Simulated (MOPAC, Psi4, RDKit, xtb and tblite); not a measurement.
Torsional profile of SMILES C[SiH2][SiH2][SeH] (CH8SeSi2). Scanned: dihedral C1–Si2–Si3–Se4; all other coordinates were relaxed at GFN2-xTB. GFN2-xTB can order the conformers of Si and Ge chains otherwise than DFT does. Points at φ and −φ are mirror images.

Geometry of the scan point at 180° (Å):
```
12

C     -1.6035     0.7175     0.0788
Si    -0.8528    -0.9710    -0.3477
Si     1.3046    -0.6135    -1.1304
Se     2.1709    -2.6974    -1.6340
H     -1.6351     1.3696    -0.7893
H     -1.0302     1.2252     0.8490
H     -2.6197     0.6113     0.4444
H     -0.8700    -1.8157     0.8548
H     -1.7008    -1.6280    -1.3518
H      1.4582     0.1408    -2.3787
H      2.2809    -0.0323    -0.2025
H      3.3869    -2.2214    -2.2159
```

- GFN2-xTB (xtb and tblite)
- PBE0/def2-TZVP // GFN2-xTB (Psi4)
- PBE0-D3(BJ)/def2-TZVP // GFN2-xTB (Psi4)
- PBE/def2-TZVP // GFN2-xTB (Psi4)
- PBE-D3(BJ)/def2-TZVP // GFN2-xTB (Psi4)
- MP2/cc-pVTZ = Psi4 with DF-MP2 (frozen core)/cc-pVTZ // GFN2-xTB
- HF/cc-pVTZ // GFN2-xTB (Psi4)
- UFF // GFN2-xTB (RDKit)
- PM7, restricted, heats of formation // GFN2-xTB (MOPAC)

Least-squares fit of E(φ) = a0 + Σ (a_n cos nφ + b_n sin nφ), n = 1 to 4, to the 18 scan points, in kJ/mol above the lowest point of each profile (levels whose profile four harmonics don't fit are not listed):

| method | a0 | a1 | b1 | a2 | b2 | a3 | b3 | a4 | b4 | rms of fit |
|---|---|---|---|---|---|---|---|---|---|---|
| GFN2-xTB | 1.28 | 0.27 | 0.00 | -0.95 | 0.00 | 0.09 | 0.00 | 0.09 | 0.00 | 0.08 |
| PBE0/def2-TZVP | 1.66 | -0.87 | 0.00 | 0.34 | 0.00 | 0.97 | 0.00 | 0.02 | 0.00 | 0.08 |
| PBE0-D3(BJ)/def2-TZVP | 1.92 | -1.62 | 0.00 | 0.11 | 0.00 | 0.95 | 0.00 | 0.05 | 0.00 | 0.08 |
| PBE/def2-TZVP | 1.64 | -0.78 | 0.00 | 0.41 | 0.00 | 0.95 | 0.00 | 0.04 | 0.00 | 0.08 |
| PBE-D3(BJ)/def2-TZVP | 1.86 | -1.54 | 0.00 | 0.15 | 0.00 | 0.92 | 0.00 | 0.07 | 0.00 | 0.07 |
| MP2/cc-pVTZ | 2.15 | -2.03 | 0.00 | -0.04 | 0.00 | 1.10 | 0.00 | 0.04 | 0.00 | 0.07 |
| HF/cc-pVTZ | 1.96 | -0.56 | 0.00 | 0.85 | 0.00 | 1.11 | 0.00 | -0.02 | 0.00 | 0.12 |
| UFF | 2.69 | 0.15 | 0.00 | 0.49 | 0.00 | 2.41 | 0.00 | -0.21 | 0.00 | 0.16 |
| PM7 | 1.44 | -0.62 | 0.00 | -0.31 | 0.00 | 1.19 | 0.00 | 0.02 | 0.00 | 0.06 |
